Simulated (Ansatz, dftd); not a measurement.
Reaction: SiPH4- (SMILES [SiH3][PH-]) → SiPH4- (SMILES [SiH2-]P)
Each species at its own B3LYP-D3(BJ)/def2-TZVP minimum (Ansatz, a program for electronic structure).

Wanted: isomerisation energy (electronic), in kcal/mol. Radicals and triplets start from unrestricted determinants; spin-orbit coupling is neglected. Correlated methods leave the cores frozen. Rows without X2C or -DK are non-relativistic. CBS(X,Y): correlation extrapolated as X^-3, Hartree-Fock from the larger set. A bracket is a step between two methods taken in the basis named. Functionals run without relativity, which enters their misses. Double hybrids freeze cores in their MP2 part. '+ core + X2C': CCSD(T) terms for core correlation (cc-pwCVTZ, 1s frozen past Ne) and scalar relativity (cc-pVTZ-DK). def2-TZVPD holds few diffuse functions, which lowers the functionals' binding of the extra electron.

```json
[
 {"level": "r2SCAN/def2-TZVPD", "program": "Ansatz", "isomerisation energy (kcal/mol)": "12.7", "difference against the last row": "-0.3"},
 {"level": "B3LYP-D4/def2-TZVPD", "program": "Ansatz + dftd4", "isomerisation energy (kcal/mol)": "11.0", "difference against the last row": "-2.0"},
 {"level": "PBE0/def2-TZVPD", "program": "Ansatz", "isomerisation energy (kcal/mol)": "11.7", "difference against the last row": "-1.3"},
 {"level": "CAM-B3LYP-D3(BJ)/def2-TZVPD", "program": "Ansatz + dftd3", "isomerisation energy (kcal/mol)": "12.4", "difference against the last row": "-0.6"},
 {"level": "wB97X-V/def2-TZVPD", "program": "Ansatz", "isomerisation energy (kcal/mol)": "13.3", "difference against the last row": "0.3"},
 {"level": "B2PLYP/def2-TZVPD", "program": "Ansatz", "isomerisation energy (kcal/mol)": "12.8", "difference against the last row": "-0.2"},
 {"level": "CCSD/aug-cc-pV(D+d)Z", "program": "Ansatz", "isomerisation energy (kcal/mol)": "11.2", "difference against the last row": "-1.8"},
 {"level": "CCSDT(Q)/aug-cc-pV(D+d)Z", "program": "Ansatz", "isomerisation energy (kcal/mol)": "10.9", "difference against the last row": "-2.1"},
 {"level": "CCSD(T)/CBS(aug-cc-pV(T+d)Z,aug-cc-pV(Q+d)Z) + [CCSDT(Q) - CCSD(T)]/aug-cc-pV(D+d)Z + core + X2C", "program": "Ansatz", "isomerisation energy (kcal/mol)": "13.0", "difference against the last row": "0.0"}
]
```
